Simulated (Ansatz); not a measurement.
## Ligand exchange: CH3Na + C2H3F2I → NaI + C3H6F2

Species: CH3Na `[CH3][Na]`, singlet; C2H3F2I `FCC(F)I`, singlet; NaI (Sodium Iodide), singlet; C3H6F2 `CC(F)CF`, singlet. The partners trade CH3 for I: Na–CH3 and C–I bonds give way to Na–I and C–CH3.

Shapes, held fixed at every level: PBE0-D4/def2-TZVP. Flexible molecules stand in one conformer, not always the lowest. Programs: Ansatz 0.2.0. The zero-point and thermal change to 298 K, harmonic and unscaled (PBE0-D4/def2-TZVP), is +13.7 kJ/mol.

```
                level                    kind  ΔH(298 K) (kJ/mol)  less CCSD(T)/def2-TZVPP
          HF/def2-SVP            Hartree–Fock              -406.6                    -91.0
    PBE-D4/def2-TZVPP                     GGA              -285.7                    +29.9
 r2SCAN-D4/def2-TZVPP                meta-GGA              -319.9                     -4.3
r2SCAN0-D4/def2-TZVPP           global hybrid              -338.3                    -22.7
   wB97M-V/def2-TZVPP  range-separated hybrid              -319.2                     -3.6
       MP2/def2-TZVPP     perturbation theory              -316.9                     -1.3
   CCSD(T)/def2-TZVPP   coupled cluster or CI              -315.6                      0.0
```

The highest level, CCSD(T)/def2-TZVPP, gives ΔH(298 K) = -315.6 kJ/mol; the levels span -406.6 to -285.7. The column of differences is taken from that level and isn't an error. No measured value is set beside it here. For atoms past krypton def2 sets carry core potentials with scalar relativity. Outer-core shells of I, Na are correlated in most correlated rows, in sets that cover them unevenly.
